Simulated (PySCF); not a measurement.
Geometries of 3 isomers of C2H10OSi3, from PySCF 2.14.0, PBE0-D3(BJ)/def2-SVP geometry optimisation, gas phase. One conformer each, no zero-point energy, no frequencies.

Question: Which is lowest in electronic energy at this level?
A.
```xyz
16
angstrom
Si    -3.153    0.141    0.521
C     -1.757   -1.064    0.854
C     -0.449   -0.812    0.667
Si     0.336    0.775    0.035
O      1.970    0.541   -0.004
Si     3.528    0.027   -0.121
H     -4.086   -0.405   -0.512
H     -3.938    0.393    1.768
H     -2.585    1.434    0.031
H     -2.041   -2.057    1.235
H      0.267   -1.614    0.906
H     -0.143    1.105   -1.341
H      0.042    1.923    0.942
H      3.584   -1.465   -0.056
H      4.118    0.480   -1.415
H      4.327    0.591    1.007
```
B.
```xyz
16
angstrom
C      2.577    0.854   -0.502
Si     0.897    0.647    0.311
C      0.661   -0.910    1.441
O     -0.438   -1.572    0.800
Si    -0.803   -0.674   -0.602
Si    -3.030    0.052   -0.617
H      3.345    1.103    0.247
H      2.878   -0.072   -1.014
H      2.553    1.666   -1.244
H      0.469    1.925    0.964
H      1.549   -1.568    1.452
H      0.409   -0.685    2.492
H     -0.519   -1.442   -1.860
H     -3.995   -1.091   -0.612
H     -3.266    0.872   -1.848
H     -3.291    0.907    0.582
```
C.
```xyz
16
angstrom
C     -1.650   -1.922   -0.827
C     -0.591   -1.261    0.011
O     -0.067   -1.809    0.954
Si     0.000    0.554   -0.395
Si     2.305    0.402   -0.782
Si    -0.422    1.809    1.536
H     -1.320   -1.967   -1.878
H     -1.854   -2.935   -0.451
H     -2.571   -1.317   -0.812
H     -0.712    1.131   -1.582
H      2.874    1.752   -1.080
H      2.962   -0.153    0.438
H      2.577   -0.502   -1.943
H      0.325    1.201    2.677
H     -1.886    1.804    1.848
H      0.025    3.223    1.349
```

Answer: A. That is `[SiH3]/C=C\[SiH2]O[SiH3]`, 14.3 kcal/mol below the next.

```
                   SMILES                         atoms numbered as above       E (Eh)  relative (kcal/mol)  relative (kJ/mol)  dipole (D)
 [SiH3]/C=C\[SiH2]O[SiH3]    [SiH3:1]/[CH:2]=[CH:3]\[SiH2:4][O:5][SiH3:6]  -1025.03537                  0.0                0.0        0.87
 C[Si@@H]1CO[Si@H]1[SiH3]  [CH3:1][Si@@H:2]1[CH2:3][O:4][Si@H:5]1[SiH3:6]  -1025.01265                 14.3               59.6        2.39
CC(=O)[SiH]([SiH3])[SiH3]   [CH3:1][C:2](=[O:3])[SiH:4]([SiH3:5])[SiH3:6]  -1024.98798                 29.7              124.4        2.20
```

As drawn, the lowest has an Si–O bond and a C=C bond outside aromatic rings, which the highest lacks; the highest has a C=O bond and an Si–Si bond, which the lowest lacks.
